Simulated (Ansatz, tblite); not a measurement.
Cost and result up the ladder for the cluster CdCl₂⁻ (3 atoms). Total charge -1; doublet. Geometry: r2SCAN-D4/def2-TZVPD.

```xyz
3

Cd   -0.374   -0.769   -0.093
Cl   -0.023    0.230    2.168
Cl    0.397    0.539   -2.075
```

Ansatz on 4 threads of Arm Neoverse V1 on a shared host; xTB runs through tblite on one thread. Times are rough, summed over both states, and most runs start from the orbitals of an earlier one. PBE0-D4/def2-TZVPD serves as the yardstick here, not as an exact answer. The other state is a singlet.

In the def2 sets Cd takes a core potential; there is no spin–orbit coupling. The xTB rows come from tblite. The structure comes from a short search, and lower isomers may exist.

Raw xTB energies of ions are shifted by several eV, and xTB has no spin-polarisation term.

```
                          level  functions  wall time  vertical IE (eV)  difference from PBE0-D4/def2-TZVPD (eV)
                       GFN1-xTB         22    0.004 s              7.34                                     4.65
                       GFN2-xTB         22    0.004 s              6.47                                     3.78
PBE-D4/def2-TZVPD (with forces)        132      2.9 s              2.61                                    -0.08
             PBE0-D4/def2-TZVPD        132      3.9 s              2.69                                     0.00
           r2SCAN-D4/def2-TZVPD        132        7 s              2.76                                     0.07
```
